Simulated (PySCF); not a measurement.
Species: C4H7BGeO2.
InChI=1S/C4H7BGeO2/c7-5(8)4-1-2-6-3-4/h1-3,7-8H,6H2

All values: B3LYP/def2-SVPD (PySCF, non-relativistic), on one gas-phase PBE0-D3(BJ)/def2-SVP geometry that isn't relaxed in the solvent. The solvent is an IEF-PCM continuum (cavity from Bondi-type radii × 1.2), and excitations are vertical TDDFT with non-equilibrium linear response and a frozen core. Specific hydrogen bonds and non-electrostatic terms are outside this model. Spin–orbit coupling is left out although an atom past zinc is present.

Gas-phase singlets (H = HOMO, L = LUMO):

```tsv
state	E (eV)	λ (nm)	f	leading configurations
S1	4.181	297	0.035	H→L 97%
S2	5.054	245	0.000	H-1→L 95%
S3	5.081	244	0.000	H→L+1 95%
S4	5.502	225	0.003	H-2→L 98%
S5	5.846	212	0.018	H-3→L 56%, H→L+2 42%
```

**Question.** Give the list for acetone (ε = 20.49), n² = 1.85.

**Answer.** 
```tsv
state	E (eV)	λ (nm)	f	leading configurations	change by rank (eV)
S1	4.177	297	0.048	H→L 98%	-0.004
S2	5.014	247	0.001	H-1→L 99%	-0.040
S3	5.463	227	0.004	H-2→L 98%	+0.382
S4	5.687	218	0.000	H→L+1 96%	+0.185
S5	5.859	212	0.037	H-3→L 62%, H→L+2 36%	+0.013
```

**Question.** How do the frontier levels move from gas to acetone?

**Answer.** 
| orbital | gas (eV) | solvent (eV) | change (eV) |
| --- | --- | --- | --- |
| LUMO+2 | 0.50 | 0.44 | -0.06 |
| LUMO+1 | -0.70 | -0.14 | +0.56 |
| LUMO | -1.72 | -1.83 | -0.11 |
| HOMO | -6.40 | -6.55 | -0.15 |
| HOMO-1 | -8.05 | -8.11 | -0.06 |
| HOMO-2 | -8.33 | -8.41 | -0.08 |
| HOMO-3 | -8.39 | -8.50 | -0.11 |

The HOMO–LUMO gap goes from 4.68 to 4.72 eV. Rows go by rank; for LUMO+1 the atom shares or the degeneracy differ between the runs, so the row needn't follow one orbital.

Hardware: one thread, Arm Neoverse V2 (aarch64), no GPU, shared host. Cost: 54 s of wall time, 1.2 GiB resident at most. This is the whole response run at B3LYP/def2-SVPD in acetone, SCF included.

The values belong to the conformer `[OH:1][B:2]([OH:3])[C:4]1=[CH:5][GeH2:6][CH:7]=[CH:8]1`: O1–B2–C4–C5 2°, H–O1–B2–O3 0°, H–O3–B2–O1 0°.
